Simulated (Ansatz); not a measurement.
Calculated with Ansatz (gas phase, PBE0-D4/def2-TZVP geometries, no zero-point term in ΔE). CCSD(T)/CBS is the MP2 limit (def2-TZVPP, def2-QZVPP) plus CCSD(T) − MP2 in def2-TZVPP, frozen cores. This one scheme is used for every species. DFT in def2-TZVPP. No spin–orbit coupling; open shells (•) take unrestricted orbitals. Each species was taken in one conformer, which may not be the lowest.

Consider the homolysis of the B–Si bond: `COB(N)[SiH3]` → `CO[B]N`• + `[SiH3]`•.

`COB(N)[SiH3]`:

Cartesian coordinates in Å:
```
C -0.350 1.967 -0.058
O 0.115 1.026 0.873
B 0.249 -0.306 0.600
N 0.726 -1.122 1.635
Si -0.196 -1.165 -1.193
H -0.583 1.512 -1.028
H 0.413 2.735 -0.211
H -1.255 2.445 0.327
H 0.860 -2.111 1.536
H 0.963 -0.754 2.543
H 0.617 -0.609 -2.313
H -1.627 -0.986 -1.575
H 0.069 -2.632 -1.136
```

`CO[B]N`•:

Z-matrix (Å, degrees):
```
C
O 1 1.411
H 1 1.093 2 111.4
H 1 1.092 2 109.1 3 120.6
H 1 1.092 2 109.1 3 -120.6
B 2 1.348 1 122.6 3 -0.2
N 6 1.392 2 122.9 1 -180.0
H 7 1.010 6 122.7 2 -0.0
H 7 1.002 6 122.6 2 -180.0
```

`[SiH3]`•:

Cartesian coordinates in Å:
```
Si -0.109 0.097 -0.304
H -0.949 0.780 0.713
H 1.316 0.502 -0.186
H -0.258 -1.379 -0.224
```

CCSD(T)/CBS gives +3.90 eV.

(1) Another level gave +3.97 eV. Which?
A. HF/def2-TZVPP
B. ωB97X-V/def2-TZVPP
C. SCS-MP2/def2-TZVPP
D. PBE0/def2-TZVPP

Largest T1 diagnostic among the species: 0.015.

Results:

(1) B. ωB97X-V 3.97, SCS-MP2/def2-TZVPP 3.84, HF/def2-TZVPP 2.74, PBE0 3.67 eV.

The D4 term adds +0.15 eV with B3LYP and +0.09 eV with PBE0; it sums over pairs of atoms, weighted by their polarisabilities, and B3LYP, whose exchange is more repulsive, gets the larger term. In def2-TZVPP, CCSD(T) changes the Hartree–Fock value by +1.07 eV (the triples alone add +0.09 eV) and MP2 by +1.08 eV; breaking electron pairs costs correlation energy, which Hartree–Fock lacks.

B3LYP here is the variant with VWN-RPA as its local correlation; programs differ in this.
